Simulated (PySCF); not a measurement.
# Excitation energy of B²⁺ by level of theory

B²⁺ [He] 2s1 (2S) → B²⁺ [He] 3d1 (2D), as a difference of total energies. All numbers are calculated (PySCF 2.14, scalar relativity by spin-free X2C-1e, in x2c-QZVPPall with one added diffuse shell each of s, p, d, f type (8s5p4d3f1g, 73 functions)). Correlated levels: valence and next inner shell: nothing frozen. The calculations carry no spin-orbit coupling.

```tsv
method	excitation energy (eV)
UHF	24.229
LDA	23.776
PBE	23.673
PBE0	23.842
r2SCAN	23.666
BP86	23.369
TPSS	23.642
M06-2X	23.865
MP2 (valence and next inner shell)	24.256
SCS-MP2 (valence and next inner shell)	24.255
```

Task: How much does correlation contribute at MP2 (valence and next inner shell)?

Result: 24.256 − (24.229) = 0.027 eV, measured against UHF.

The promoted electron is Rydberg-like, and one or two diffuse shells describe it only roughly, which tends to raise the upper state.
